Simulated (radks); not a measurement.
Problem. The gallium ion Ga16+, 15 electrons, occupied as [Ne] 3s2 3p3. Calculated with a radial shooting solver on a logarithmic mesh with Libxc functionals: Dirac Kohn-Sham, BLYP, spin-unpolarised, spherical densities, finite nucleus; open shells fill j = l - 1/2 first; Fermi nuclear charge, rms radius 3.9973 fm. Some entries of the table are withheld. Estimate them.

orbital  occ.  eigenvalue (eV)  <1/r> (bohr^-1)
1s1/2       2              (1)              (2)
2s1/2       2              (3)            6.942
2p1/2       2        -1695.401            6.893
2p3/2       4        -1667.302            6.718
3s1/2       2        -623.4116            2.608
3p1/2       2        -577.0755            2.542
3p3/2       1        -571.3157            2.502

Solution. 
(1) 1s1/2 eigenvalue (eV): -10815.15
(2) 1s1/2 <1/r> (bohr^-1): 31.30
(3) 2s1/2 eigenvalue (eV): -1836.429
